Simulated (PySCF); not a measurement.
## Electrostatic potential from atomic charges

Species: `N#CC[Si@@H]([SiH3])[SiH2][SiH3]`. Coordinates (GFN2-xTB, Å) and charges (e) from the PBE0/pcSseg-1 density (PySCF):

```json
{"atom": "N1", "x": "-2.565", "y": "1.642", "z": "2.429", "Mulliken": "-0.2480", "IAO": "-0.2668", "Hirshfeld": "-0.2377", "ESP-fitted": "-0.5029"}
{"atom": "C2", "x": "-1.659", "y": "1.504", "z": "1.741", "Mulliken": "+0.0474", "IAO": "+0.1393", "Hirshfeld": "+0.0748", "ESP-fitted": "+0.4272"}
{"atom": "C3", "x": "-0.555", "y": "1.271", "z": "0.875", "Mulliken": "-0.5058", "IAO": "-0.5525", "Hirshfeld": "-0.1335", "ESP-fitted": "-0.4437"}
{"atom": "Si4", "x": "-0.630", "y": "-0.547", "z": "0.193", "Mulliken": "+0.1191", "IAO": "+0.3363", "Hirshfeld": "+0.2009", "ESP-fitted": "+0.2622"}
{"atom": "Si5", "x": "-2.733", "y": "-0.866", "z": "-0.754", "Mulliken": "+0.2645", "IAO": "+0.3099", "Hirshfeld": "+0.2255", "ESP-fitted": "+0.1803"}
{"atom": "Si6", "x": "1.338", "y": "-0.761", "z": "-1.047", "Mulliken": "+0.0071", "IAO": "+0.1375", "Hirshfeld": "+0.1484", "ESP-fitted": "+0.0303"}
{"atom": "Si7", "x": "3.291", "y": "0.047", "z": "-0.085", "Mulliken": "+0.2036", "IAO": "+0.3042", "Hirshfeld": "+0.2246", "ESP-fitted": "+0.2893"}
{"atom": "H8", "x": "-0.594", "y": "1.988", "z": "0.053", "Mulliken": "+0.1940", "IAO": "+0.1848", "Hirshfeld": "+0.0628", "ESP-fitted": "+0.1620"}
{"atom": "H9", "x": "0.371", "y": "1.437", "z": "1.428", "Mulliken": "+0.2051", "IAO": "+0.1865", "Hirshfeld": "+0.0639", "ESP-fitted": "+0.1654"}
{"atom": "H10", "x": "-0.496", "y": "-1.349", "z": "1.429", "Mulliken": "+0.0182", "IAO": "-0.0817", "Hirshfeld": "-0.0722", "ESP-fitted": "-0.0749"}
{"atom": "H11", "x": "-2.964", "y": "0.118", "z": "-1.817", "Mulliken": "-0.0570", "IAO": "-0.0951", "Hirshfeld": "-0.0716", "ESP-fitted": "-0.0632"}
{"atom": "H12", "x": "-2.791", "y": "-2.191", "z": "-1.378", "Mulliken": "-0.0536", "IAO": "-0.0936", "Hirshfeld": "-0.0716", "ESP-fitted": "-0.0695"}
{"atom": "H13", "x": "-3.850", "y": "-0.762", "z": "0.183", "Mulliken": "-0.0197", "IAO": "-0.0726", "Hirshfeld": "-0.0578", "ESP-fitted": "-0.0215"}
{"atom": "H14", "x": "1.476", "y": "-2.183", "z": "-1.397", "Mulliken": "-0.0124", "IAO": "-0.0779", "Hirshfeld": "-0.0728", "ESP-fitted": "-0.0474"}
{"atom": "H15", "x": "1.132", "y": "-0.108", "z": "-2.353", "Mulliken": "-0.0191", "IAO": "-0.0826", "Hirshfeld": "-0.0753", "ESP-fitted": "-0.0531"}
{"atom": "H16", "x": "4.514", "y": "-0.251", "z": "-0.832", "Mulliken": "-0.0390", "IAO": "-0.0829", "Hirshfeld": "-0.0634", "ESP-fitted": "-0.0630"}
{"atom": "H17", "x": "3.473", "y": "-0.490", "z": "1.267", "Mulliken": "-0.0474", "IAO": "-0.0948", "Hirshfeld": "-0.0722", "ESP-fitted": "-0.0857"}
{"atom": "H18", "x": "3.232", "y": "1.507", "z": "0.052", "Mulliken": "-0.0571", "IAO": "-0.0978", "Hirshfeld": "-0.0734", "ESP-fitted": "-0.0916"}
```

Points outside the species (Å): A (2.0, 6.5, 2.4); B (-6.9, -5.0, 5.4); C (-0.9, -0.9, -4.6); D (-4.1, 0.7, -6.9).

Problem. Find the potential V = 14.3996 V·Å × Σ q/r of each set of charges at these points.

Solution. In volts:

```
point  nearest atom  distance (Å)  Mulliken     IAO  Hirshfeld  ESP-fitted
    A            H9          5.41    -0.068  -0.029      0.000      +0.055
    B           H13          7.38    -0.043  -0.047     -0.050      -0.072
    C           H15          3.13    +0.240  +0.239     +0.180      +0.177
    D           H11          5.24    +0.075  +0.059     +0.043      +0.054
```

Problem. How far are the other sets from the ESP-fitted one at these points?

Solution. Root-mean-square difference: Hirshfeld 0.030 V, IAO 0.053 V, Mulliken 0.071 V. The ESP scheme fits charges at the nuclei, held to the total charge, to the electrostatic potential on points at 1.4 to 2.0 times the van der Waals radii.

Problem. What energy would a point charge of -1 e have at C in the field of the ESP charges, leaving out polarisation?

Solution. -0.177 eV = -17.1 kJ/mol, an attraction.

The structure is a single GFN2-xTB conformer in the gas phase; no vibrational or solvent corrections.

These values come from a run that also computed NMR shieldings. Hardware: one thread of an Arm Neoverse N1, no GPU, on a shared host. Cost: 68 s wall, 0.94 GiB resident at most.

The values belong to the conformer `[N:1]#[C:2][CH2:3][Si@@H:4]([SiH3:5])[SiH2:6][SiH3:7]`: C2–C3–Si4–Si5 53°, C3–Si4–Si6–Si7 45°.
